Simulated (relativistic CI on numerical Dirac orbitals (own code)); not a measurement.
**V⁺ in a cubic cluster: L2,3 absorption with charge transfer**

Computed with a charge-transfer multiplet model of a cubic metal-ligand cluster with up to one ligand hole, Slater and spin-orbit integrals from Dirac-Coulomb-Breit ions, Slater integrals scaled by 0.8. The parameters are those of a tetrahedral site (10Dq negative, t2 hopping the larger). The ground state mixes d4 with configurations of k ligand holes L, whose averages lie at kΔ + k(k − 1)U_dd/2; a core hole lowers each added d electron by U_cd. 300 K, Lorentzian 0.4 eV and Gaussian 0.3 eV FWHM.

Atomic integrals in eV (Slater integrals scaled, ζ unscaled), ground: F2dd 6.042, F4dd 3.713, zeta_d 0.015; with the core hole: F2dd 6.837, F4dd 4.214, zeta_d 0.025, zeta_core 4.617, F2cd 3.745, G1cd 2.648, G3cd 1.501.

Cluster parameters (eV): U_dd = 5.3, U_cd = 6.5, 10Dq = -0.25, 10Dq(ligand) = 0, V(eg) = 0.68, V(t2g) = -1.15, final-state hopping factor = 1.

| Case | n_d | d4 | d5L | S |
| --- | --- | --- | --- | --- |
| Δ = 4 eV | 4.19 | 0.81 | 0.19 | 2.00 |
| Δ = 5 eV | 4.14 | 0.86 | 0.14 | 2.00 |
| Δ = 7 eV | 4.09 | 0.91 | 0.09 | 2.00 |

Weights, n_d and S are thermal averages at 300 K. Photon energies count from the first peak over 30 % of the highest in each spectrum, which can be another peak from case to case. The parameters are a model scan and need not match a compound or its usual spin state. Peaks in eV (height, largest 100):
- Δ = 4 eV: -2.6 (7), 0.0 (100), 0.5 (91), 3.2 (12), 4.5 (20), 5.4 (24), 6.6 (21), 8.0 (40)
- Δ = 5 eV: -2.7 (7), 0.0 (100), 4.5 (21), 5.3 (25), 6.6 (20), 7.8 (40)
- Δ = 7 eV: -2.8 (7), -2.1 (10), -1.9 (10), 0.0 (100), 4.3 (24), 5.0 (24), 6.4 (21), 7.7 (41)

For the case Δ = 7 eV, Δ = 7 eV is larger than U_dd = 5.3 eV, the Mott-Hubbard side of the Zaanen-Sawatzky-Allen scheme. With the core hole the configuration with one ligand hole lies at Δ + U_dd − U_cd = 2.8, 3.8, 5.8 eV from the one without, in the order of the table; where this is negative the screened configuration lies lower, though the effective hopping of about 2.5 eV (from the holes of the mixed ground state) mixes the two strongly wherever it is as large as the gap.

With at most 1 ligand hole the space is cut while the next configuration still counts, so covalency is underestimated, and a final configuration with one more ligand hole, which can lie low, is missing from the spectra.
